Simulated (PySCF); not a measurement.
AuF5, SMILES [F][Au]([F])([F])([F])[F], multiplicity 1. Geometry optimised at PBE0-D3(BJ)/def2-SVP. The multiplicity is an assumed one; other spin states were not compared. The def2 effective core potentials stand for the cores of Au; spin–orbit coupling is left out.

Computed equilibrium geometry at PBE0-D3(BJ)/def2-SVP (PySCF confirms it by a frequency run) as bond lengths and angles, and its point group:
point group C4v.
Atoms: Au1 F2 F3 F4 F5 F6. Bonded distances (Å): Au1–F2 1.891, Au1–F3 1.891, Au1–F4 1.856, Au1–F5 1.891, Au1–F6 1.891. Bond angles (°): F2–Au1–F3 172.8, F2–Au1–F4 93.6, F2–Au1–F5 89.8, F2–Au1–F6 89.8, F3–Au1–F4 93.6, F3–Au1–F5 89.8, F3–Au1–F6 89.8, F4–Au1–F5 93.6, F4–Au1–F6 93.6, F5–Au1–F6 172.8.
Charge 0, spin multiplicity 1.
